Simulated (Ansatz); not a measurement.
Born–Oppenheimer molecular dynamics of BrFGaH3 (6 atoms, charge 0, multiplicity 1). It starts at the highest image of a converged band, a first-order saddle point between two minima.

Theory: Ansatz 0.2.0, UKS B3LYP-D4/def2-SVP.

```json
{
 "ensemble": "NVE (velocity Verlet)",
 "time step": "0.5 fs",
 "steps asked": "200",
 "starting velocities drawn for": "100 K",
 "seed": "6483"
}
```

First frame:

```xyz
6
Properties=species:S:1:pos:R:3
Ga -0.433 -0.630 0.342
Br 0.553 0.887 -1.778
H 0.403 -1.939 0.284
H -1.944 -0.267 0.389
H 0.832 1.187 -0.297
F 0.590 0.762 1.061
```

Question: How far do the bonds stretch over the last three quarters of this one trajectory? (Pairs bonded in most of those frames.)

Answer: 
```json
{"bond": "Ga1–Br2", "mean (Å)": "2.827", "spread (Å)": "0.053", "shortest": "2.68", "longest": "2.87"}
{"bond": "Ga1–H3", "mean (Å)": "1.551", "spread (Å)": "0.024", "shortest": "1.52", "longest": "1.59"}
{"bond": "Ga1–H4", "mean (Å)": "1.551", "spread (Å)": "0.007", "shortest": "1.54", "longest": "1.56"}
{"bond": "Ga1–F6", "mean (Å)": "1.950", "spread (Å)": "0.063", "shortest": "1.89", "longest": "2.12"}
{"bond": "Br2–H5", "mean (Å)": "1.729", "spread (Å)": "0.155", "shortest": "1.57", "longest": "2.02"}
```

Mean temperature of the second half: 190 K. The conserved energy stayed within 0.035 meV per atom of its start (net change -0.0012 meV per atom), so the integration is sound. The kinetic energy rose, since the run started high on the potential surface and went downhill. A run of 0.1 ps of so small a system gives no equilibrium averages. The orbitals were unrestricted but ended closed-shell.

The run took 6.3 min on 2 threads of Intel(R) Xeon(R) 6975P-C (Granite Rapids) (shared host), peak memory 0.32 GiB.
